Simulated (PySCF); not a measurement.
HIn, triplet, at a GFN2-xTB geometry (such geometries of metal compounds can be far from the true shape) (the spin is typed, not shown lowest) (all electrons, no relativity); WB97X/3-21G run with PySCF.

PySCF was given this input:
```python
from pyscf import gto, scf, dft

mol = gto.M(
    atom='''
In   -0.00000000   -0.00000000   -0.03944113
H     0.00000000    0.00000000    1.93261555
''',
    basis='3-21g',
    spin=2,
    verbose=4,
)

mf = dft.UKS(mol)
mf.xc = 'wb97x'
mf.kernel()
```

Question: Write the output that PySCF gives for this input, abridged.

Answer: 
```
PySCF version 2.14.0

[INPUT] verbose = 4
[INPUT] num. atoms = 2
[INPUT] num. electrons = 50
[INPUT] charge = 0
[INPUT] spin (= nelec alpha-beta = 2S) = 2
[INPUT] symmetry False subgroup None
[INPUT] Mole.unit = angstrom
[INPUT] Symbol           X                Y                Z      unit          X                Y                Z       unit  Magmom
[INPUT]  1 In     0.000000000000   0.000000000000  -0.039441130000 AA    0.000000000000   0.000000000000  -0.074532933743 Bohr   0.0
[INPUT]  2 H      0.000000000000   0.000000000000   1.932615550000 AA    0.000000000000   0.000000000000   3.652114093576 Bohr   0.0

nuclear repulsion = 13.1485487197457
number of shells = 15
number of NR pGTOs = 84
number of NR cGTOs = 33
basis = 3-21g
ecp = {}

******** <class 'pyscf.dft.uks.UKS'> ********
method = UKS
initial guess = minao
damping factor = 0
level_shift factor = 0
DIIS = <class 'pyscf.scf.diis.CDIIS'>
diis_start_cycle = 1
diis_space = 8
diis_damp = 0
SCF conv_tol = 1e-09
SCF conv_tol_grad = None
SCF max_cycles = 50
direct_scf = True
direct_scf_tol = 1e-13
number electrons alpha = 26  beta = 24
XC library pyscf.dft.libxc version 7.1.2
    S. Lehtola, C. Steigemann, M. J. T. Oliveira, and M. A. L. Marques,  SoftwareX 7, 1–5 (2018)
XC functionals = wb97x
    J.-D. Chai and M. Head-Gordon,  J. Chem. Phys. 128, 084106 (2008)
radial grids:
    Treutler-Ahlrichs [JCP 102, 346 (1995); DOI:10.1063/1.469408] (M4) radial grids

becke partition: Becke, JCP 88, 2547 (1988); DOI:10.1063/1.454033
pruning grids: <function nwchem_prune>
grids dens level: 3
symmetrized grids: False
atomic radii adjust function: <function treutler_atomic_radii_adjust>
small_rho_cutoff = 0
Set gradient conv threshold to 3.16228e-05
tot grids = 31688
init E= -5705.99568939224

cycle= 1 E= -5717.75498182454  delta_E= -11.8  |g|= 0.0732  |ddm|= 0.987
cycle= 2 E= -5717.7620342075  delta_E= -0.00705  |g|= 0.0199  |ddm|= 0.189
cycle= 3 E= -5717.7629845591  delta_E= -0.00095  |g|= 0.00615  |ddm|= 0.0858
cycle= 4 E= -5717.7630976165  delta_E= -0.000113  |g|= 0.0012  |ddm|= 0.0347
cycle= 5 E= -5717.76310301065  delta_E= -5.39e-06  |g|= 0.000649  |ddm|= 0.00545
cycle= 6 E= -5717.76310566873  delta_E= -2.66e-06  |g|= 0.000278  |ddm|= 0.00427
cycle= 7 E= -5717.76310619951  delta_E= -5.31e-07  |g|= 3.04e-05  |ddm|= 0.00264
cycle= 8 E= -5717.76310620244  delta_E= -2.93e-09  |g|= 3.48e-06  |ddm|= 0.000173
cycle= 9 E= -5717.76310620246  delta_E= -2.18e-11  |g|= 4.6e-07  |ddm|= 1.98e-05
Extra cycle  E= -5717.76310620247  delta_E= -1.09e-11  |g|= 1.87e-07  |ddm|= 1.63e-06
converged SCF energy = -5717.76310620247  <S^2> = 2.0123435  2S+1 = 3.0082177
```
